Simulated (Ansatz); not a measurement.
Computed with Ansatz on PBE0-D4/def2-TZVP structures; ΔE is electronic, products minus reactants. CCSD(T)/CBS adds triple-zeta CCSD(T) − MP2 to the extrapolated MP2 energy (def2 sets, frozen cores). DFT in def2-TZVPP. Each species was taken in one conformer, which may not be the lowest.

Reaction (substitution at a C–Si bond): `C=C(O)[SiH2]O` + CH₃NH₂ → `C=C(O)NC` + `O[SiH3]`

CCSD(T)/CBS gives +3.5 kcal/mol.

Q: Another level gave +3.1 kcal/mol. Which?
A. CAM-B3LYP/def2-TZVPP
B. CCSD(T)/def2-TZVPP
C. revPBE-D4/def2-TZVPP
D. LDA (SPW92)/def2-TZVPP

A: B. CCSD(T)/def2-TZVPP 3.1, CAM-B3LYP 0.8, revPBE-D4 1.9, LDA (SPW92) -2.8 kcal/mol.

Largest T1 diagnostic among the species: 0.012.

Leaving LDA and LC-ωPBE aside and taking each functional with its dispersion term where it has one, the values, not all of them listed here, spread over 2.3 kcal/mol, from r2SCAN0-D4 to BLYP-D4. LDA lies −4.5 kcal/mol from PBE without D4. In def2-TZVPP, CCSD(T) changes the Hartree–Fock value by +2.1 kcal/mol (the triples alone add +0.1 kcal/mol) and MP2 by +1.3 kcal/mol. From BLYP to BHLYP (50 % exact exchange), in def2-TZVPP and without D4, ΔE moves by −1.8 kcal/mol.
